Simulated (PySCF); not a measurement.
The vertical singlet excitations below were computed for one of the candidates. Level of theory: PySCF 2.14.0, density-fitted response routines, TDDFT CAM-B3LYP/def2-SVPD, vertical, gas phase, core orbitals frozen in the response. Geometries: GFN2-xTB, one conformer each.

```
state  λ (nm)       f
   S1   309.1  0.0004
   S2   215.1   0.035
   S3   203.8   0.092
   S4   195.4  0.0077
   S5   190.0   0.052
   S6   186.3   0.017
   S7   182.0   0.074
   S8   177.7   0.020
```

Triplets computed (Tamm–Dancoff): 3.50, 4.73, 5.58 eV.

Task: Which candidate is it?
A. `CN[Si@H]1C[Si@@H](N)C1`
B. `CN[Si@H]1C[Si@H](N)C1`
C. `NC/C=N\[SiH2]P`

Result: C. Its S1, at 4.01 eV, is the lowest among the candidates; the nearest of the others has S1 at 6.01 eV. S1 is HOMO→LUMO (88%). Löwdin shares by element: HOMO nitrogen 49% or more, carbon 19%, silicon 11% (atoms not listed hold the other 20%); LUMO carbon 40%, nitrogen 25% or more, silicon 10% (atoms not listed hold the other 25%). At the same level the other candidates give, for their lowest levels:
- `CN[Si@H]1C[Si@H](N)C1`: 206 nm (f 0.002); 198 nm (f 0.006); 194 nm (f 0.018); 182 nm (f 0.005); 178 nm (f 0.004); T1 5.77 eV; HOMO -7.92, LUMO 1.24 eV
- `CN[Si@H]1C[Si@@H](N)C1`: 206 nm (f 0.025); 194 nm (f 0.007); 189 nm (f 0.045); 184 nm (f 0.002); 181 nm (f 0.005); T1 5.77 eV; HOMO -7.84, LUMO 1.16 eV

Conformer computed: `[NH2:1][CH2:2]/[CH:3]=[N:4]\[SiH2:5][PH2:6]`: N1–C2–C3–N4 165°, C3–N4–Si5–P6 -81°, H–N1–C2–C3 -65°, H–N1–C2–C3 175°, H–P6–Si5–N4 -153°, H–P6–Si5–N4 -60°.

Without π bonds the low states are Rydberg-like; a valence basis with one diffuse set may place them up to an eV too high.
